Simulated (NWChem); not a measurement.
# Basis-set convergence for ClFSi

```xyz
3

Si    -0.7972    -0.4128     0.0000
F      0.2631    -1.6490     0.0000
Cl     0.5173     1.2129     0.0000
```
Charge 0, spin multiplicity 1.

The numbers come from NWChem runs, not from measurements. The geometry was optimised at PBE0/def2-SVP, a minimum by its harmonic frequencies.

Quantity: LUMO energy at the level B3LYP.

B3LYP has NWChem's definition, with VWN1-RPA local correlation. The Pople sets run with spherical d functions. The structure started from a generated list of species.

```
basis        functions  LUMO energy (eV)
-----------  ---------  ----------------
3-21G               35             -2.95
6-31G*              50             -2.71
def2-SVP            50             -2.61
cc-pVDZ             50             -2.68
6-31+G*             62             -3.00
6-311G**            70             -2.90
aug-cc-pVDZ         77             -2.92
cc-pVTZ             98             -2.77
def2-TZVPD         129             -2.86
aug-cc-pVTZ        146             -2.88
```

Smallest basis within 0.1 eV of aug-cc-pVTZ, the largest set run: 3-21G, with 35 functions against 146 (also within reach: 6-311G**, aug-cc-pVDZ, def2-TZVPD). aug-cc-pVTZ isn't the basis-set limit itself, and a small set can land close by cancellation.
